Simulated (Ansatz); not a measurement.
Consider the redistribution: `[SiH3][Se]BCl` + `NC[SiH](N)F` → `N[SiH](F)BCl` + `NC[Se][SiH3]`.

Computed with Ansatz on PBE0-D4/def2-TZVP structures; ΔE is electronic, products minus reactants. CBS: MP2 limit from def2 TZ/QZ plus the TZ coupled-cluster correction, frozen cores. Functionals use def2-TZVPP. For Se outer-core shells are correlated without core-valence functions, which leaves a few kJ/mol of doubt a bond. Scalar relativity is left out up to krypton. One conformer a species, not always the lowest.

`[SiH3][Se]BCl`:

Cartesian coordinates in Å:
```
Si 1.282 -0.084 0.620
Se -0.063 1.376 -0.528
B -1.521 0.144 -0.752
Cl -2.958 0.650 -1.595
H 1.582 -1.269 -0.218
H 2.530 0.658 0.923
H 0.620 -0.507 1.877
H -1.473 -0.968 -0.326
```

`NC[SiH](N)F`:

Cartesian coordinates in Å:
```
N -0.612 -0.283 1.506
C -0.942 0.496 0.311
Si 0.523 0.457 -0.848
N 0.933 -1.170 -1.083
F 1.685 1.321 -0.137
H 0.120 0.175 2.035
H -1.411 -0.364 2.122
H -1.772 0.006 -0.209
H -1.262 1.531 0.509
H 0.300 1.118 -2.156
H 0.815 -1.806 -0.309
H 1.623 -1.482 -1.743
```

`N[SiH](F)BCl`:

```xyz
9

N     0.349    1.022   -1.028
Si    0.081    0.470    0.554
F    -1.258    1.041    1.248
B    -0.162   -1.533    0.479
Cl   -0.999   -2.212   -0.894
H     0.735    1.928   -1.234
H    -0.151    0.635   -1.812
H     1.197    0.970    1.393
H     0.208   -2.320    1.295
```

`NC[Se][SiH3]`:

Z-matrix (Å, degrees):
```
C
Se 1 1.970
N 1 1.439 2 110.0
H 1 1.090 2 107.5 3 118.8
H 1 1.096 2 104.9 3 -125.6
Si 2 2.278 1 93.6 3 -41.3
H 3 1.012 1 111.5 2 -69.3
H 3 1.013 1 111.6 2 168.7
H 6 1.482 2 114.0 1 77.8
H 6 1.484 2 110.3 1 -47.0
H 6 1.488 2 104.2 1 -164.5
```

```
             level  ΔE (kJ/mol)
            PBE-D4        127.1
           ωB97X-V        129.5
               PBE        128.4
     HF/def2-TZVPP        132.6
    MP2/def2-TZVPP        140.5
CCSD(T)/def2-TZVPP        132.9
     MP2/CBS(def2)        142.1
    CCSD/CBS(def2)        134.5
```

Question: What does CCSD(T)/CBS give? (Best estimate.)

Answer: The calculation gave: +134.6 kJ/mol. The listed levels differ from it by -7.5, -5.1, -6.2, -2.0, 5.9, -1.7, 7.5, -0.1 kJ/mol.

Largest T1 diagnostic among the species: 0.013.

From PBE to PBE0 (25 % exact exchange), in def2-TZVPP and without D4, ΔE moves by +4.3 kJ/mol.
